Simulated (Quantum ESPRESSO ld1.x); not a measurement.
The mean radii <r> (bohr) of the occupied orbitals of an atom or ion are listed with their occupations. All-electron calculation, Dirac Kohn-Sham, rPW86 exchange with PBE correlation, spin-unpolarised, spherical densities, point nucleus. Program: ld1.x of Quantum ESPRESSO 7.5.

| orbital | occ. | <r> |
|---|---|---|
| 1s1/2 | 2 | 0.02073 |
| 2s1/2 | 2 | 0.08750 |
| 2p1/2 | 2 | 0.07289 |
| 2p3/2 | 4 | 0.08006 |
| 3s1/2 | 2 | 0.2292 |
| 3p1/2 | 2 | 0.2190 |
| 3p3/2 | 4 | 0.2325 |
| 3d3/2 | 4 | 0.2053 |
| 3d5/2 | 6 | 0.2095 |
| 4s1/2 | 2 | 0.5183 |
| 4p1/2 | 2 | 0.5281 |
| 4p3/2 | 4 | 0.5586 |
| 4d3/2 | 4 | 0.5884 |
| 4d5/2 | 6 | 0.5991 |
| 5s1/2 | 1 | 1.236 |
| 5p1/2 | 2 | 1.362 |
| 5p3/2 | 4 | 1.445 |
| 4f5/2 | 6 | 0.7627 |
| 4f7/2 | 4 | 0.7731 |

Name the element and its charge. Open shells, if any, fill j = l - 1/2 first.

Answer. Z = 67, holmium, charge +4: Ho4+ in [Kr] 4d10 4f10 5s1 5p6. The 1s radius gives Z: for a bare nucleus <r> = (2 gamma + 1)/(2Z) with gamma = sqrt(1 - (Z/c)^2), 0.02048 bohr for Z = 67, and screening makes it slightly larger (0.02073 here). The occupations add up to 63, and the charge is Z minus that.
